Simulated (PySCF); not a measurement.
Identify the unknown among the candidates.

All candidates are C3H8Si.

| technique | computed result |
| --- | --- |
| NMR, other nuclei | isotropic shieldings of nuclei other than C and H, by class: 403 (1 Si) ppm [GIAO B3LYP/pcSseg-1] |
| Triplet | lowest triplet excitation (Tamm–Dancoff): 4.34 eV [TDA wB97X-D/def2-SVPD] |
| 1H NMR | chemical shifts (computed TMS as zero) by class: 5.92 (1 H), 5.21 (1 H), 5.08 (1 H), 3.79 (3 H), 1.65 (2 H) ppm [GIAO B3LYP/pcSseg-1] |
| 13C NMR | chemical shifts (computed TMS as zero) by class: 144.6 (1 C), 121.0 (1 C), 19.6 (1 C) ppm [GIAO B3LYP/pcSseg-1] |
| XPS | Si2p3/2 106.7, C1s 290.0, C1s 290.5, C1s 290.7, Si1s 1846.4 eV [ΔSCF SCAN, pcX-2 on the ionised atom, pcseg-1 elsewhere, spin-free X2C, 2p3/2 from a spin–orbit splitting computed afterwards within the 2p shell] |
| Dipole | 0.54 D [wB97X-D/def2-SVPD] |
| UV, first state | lowest singlet excitation: 6.90 eV (180 nm, f = 0.425) [TDDFT wB97X-D/def2-SVPD] |
| Polarisability | 67.4 au [wB97X-D/def2-SVPD] |
| Rotational structure | rotational constants A, B, C: 15.663, 2.743, 2.630 GHz [PBE0-D3(BJ)/def2-SVP] |

Gas-phase values; electronic properties from PySCF, density fitting. Levels stand in brackets. The structure is a single PBE0-D3(BJ)/def2-SVP conformer in the gas phase; no vibrational or solvent corrections. NMR classes are plain means over equivalent atoms (diastereotopic ones count apart unless rotation or inversion swaps them), as if these changed places fast.

Question: Which candidate is it?
A. `[H][Si]([H])(C)C=C`
B. `[H][Si]([H])([H])CC=C`
C. `C[C@H]1C[SiH2]1`
D. `C1C[SiH2]C1`

Answer: B. It is `[H][Si]([H])([H])CC=C`. 3 carbons fall into 3 classes; from least to most shielded: carbon bonded to 2 C and H (144.6 ppm), carbon bonded to C and 2 H (121.0 ppm), carbon bonded to C, Si and 2 H (19.6 ppm). Hydrogen classes from least to most shielded: 1 H on a carbon bonded to 2 C and H (5.92 ppm), 1 H on a carbon bonded to C and 2 H (5.21 ppm), 1 H on a carbon bonded to C and 2 H (5.08 ppm), 3 H on a silicon bonded to C and 3 H (3.79 ppm), 2 H on a carbon bonded to C, Si and 2 H (1.65 ppm). The other shieldings belong to: 403 ppm, silicon bonded to C and 3 H. The core levels belong to: Si2p3/2 106.7 eV, silicon bonded to C and 3 H; C1s 290.0 eV, carbon bonded to C and 2 H; C1s 290.5 eV, carbon bonded to C, Si and 2 H; C1s 290.7 eV, carbon bonded to 2 C and H; Si1s 1846.4 eV, silicon bonded to C and 3 H. The hole state at 290.7 eV has ⟨S²⟩ = 0.84 against 0.75, so that value is less sure. The optimised geometry has point group C1 and is an asymmetric top.

The others, at the same levels:
- `C[C@H]1C[SiH2]1` fails: its computed core binding energies are Si2p3/2 106.4, C1s 289.9, C1s 290.1, C1s 290.6, Si1s 1846.1 eV, rotational constant A is 10.687 GHz (against 15.663 GHz) and smallest rotational constant is 3.648 GHz (against 2.630 GHz).
- `C1C[SiH2]C1` fails: its computed core binding energies are Si2p3/2 106.4, C1s 289.9 (×2), C1s 290.6, Si1s 1846.1 eV, lowest singlet excitation is 7.18 eV (173 nm, f = 0.020) (against 6.90 eV) and lowest triplet excitation (Tamm–Dancoff) is 6.85 eV (against 4.34 eV).
- `[H][Si]([H])(C)C=C` fails: its computed core binding energies are Si2p3/2 106.4, C1s 290.1, C1s 290.2, C1s 290.4, Si1s 1846.2 eV, lowest singlet excitation is 6.75 eV (184 nm, f = 0.002) (against 6.90 eV) and rotational constant A is 13.589 GHz (against 15.663 GHz).
